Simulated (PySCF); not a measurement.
## Excitation energy of Ta⁺ by level of theory

Ta⁺ [Xe] 4f14 5d3 6s1 (5F) → Ta⁺ [Xe] 4f14 5d3 6p1 (high-spin determinant), as a difference of total energies. Calculation: PySCF 2.14, in def2-QZVPPD with the def2 core potential (60 electrons) (7s6p4d3f2g, 84 functions); scalar relativity through the core potential. Correlated levels: valence: 5s2 5p6 frozen; valence and next inner shell: nothing frozen outside the core potential. The calculations carry no spin-orbit coupling.

```csv
method,excitation energy (cm⁻¹)
UHF,39071
LDA,42293
PBE,41169
PBE0,40889
r2SCAN,42463
M06,38617
BLYP,41058
BP86,41211
M06-L,38116
MP2 (valence),39736
MP2 (valence and next inner shell),41905
```

Problem. Estimate what SCS-MP2 (valence) gives.

Solution. 39293 cm⁻¹, closest to UHF among the rows shown.

Problem. Estimate what SCS-MP2 (valence and next inner shell) gives.

Solution. 41135 cm⁻¹, closest to PBE among the rows shown.

The determinant of the upper state mixes LS terms, which raises its energy above the lowest term, most at the Hartree-Fock and MP2 levels.
